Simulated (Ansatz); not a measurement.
SiMe3(NHMe) (C₄H₁₃NSi), relaxed as a singlet with RKS PBE-D4/def2-SVP in Ansatz, starting from the GFN2-xTB geometry. Force threshold 0.02 eV/Å.

Start:

```xyz
19

Si   -0.0221    0.0694   -0.3960
C    -1.1957   -1.4292   -0.5000
H    -0.6406   -2.3596   -0.5627
H    -1.8352   -1.3675   -1.3747
H    -1.8436   -1.4910    0.3688
C    -1.0777    1.6486   -0.1474
H    -1.7666    1.8097   -0.9708
H    -0.4541    2.5349   -0.0678
H    -1.6684    1.5846    0.7622
C     1.0232    0.2410   -1.9748
H     1.6716    1.1101   -1.9336
H     0.3862    0.3515   -2.8453
H     1.6481   -0.6311   -2.1329
N     1.1129   -0.2459    0.8728
C     0.7377   -0.4536    2.2527
H     2.0213    0.1877    0.8025
H     0.5966    0.4861    2.7995
H    -0.1971   -1.0073    2.2821
H     1.5037   -1.0383    2.7655
```

Estimate the energy that the relaxation releases and the steps that it takes.

14.6 kJ/mol, in 6 steps; 20 s on 4 threads of Intel Xeon on a shared host. No frequencies were taken in this run, so the end may be a saddle point.

Does the start keep its bonding and symmetry?

By distances, no bond broke or formed. The bond that changes most is Si1–N14, from 1.73 to 1.76 Å (atoms count from 1).

Predict the relaxed structure.


```
atom    x (Å)    y (Å)    z (Å)
 Si1  -0.0225   0.0601  -0.4092
  C2  -1.1943  -1.4194  -0.5279
  H3  -0.6294  -2.3599  -0.6894
  H4  -1.9045  -1.2909  -1.3708
  H5  -1.7994  -1.5407   0.3945
  C6  -1.0638   1.6288  -0.1610
  H7  -1.7905   1.7715  -0.9884
  H8  -0.4222   2.5332  -0.1132
  H9  -1.6426   1.5787   0.7850
 C10   1.0117   0.2321  -1.9807
 H11   1.6993   1.1016  -1.9215
 H12   0.3596   0.3870  -2.8648
 H13   1.6218  -0.6764  -2.1600
 N14   1.1183  -0.2328   0.8956
 C15   0.7425  -0.4369   2.2818
 H16   2.0343   0.2119   0.7915
 H17   0.5510   0.5011   2.8615
 H18  -0.1881  -1.0400   2.3400
 H19   1.5189  -1.0089   2.8372
```
Bond lengths: 3 × C–Si 1.89 to 1.90 Å; 1 × C–N 1.45 Å; 1 × N–Si 1.76 Å; 12 × C–H 1.11 to 1.12 Å; 1 × H–N 1.02 Å.
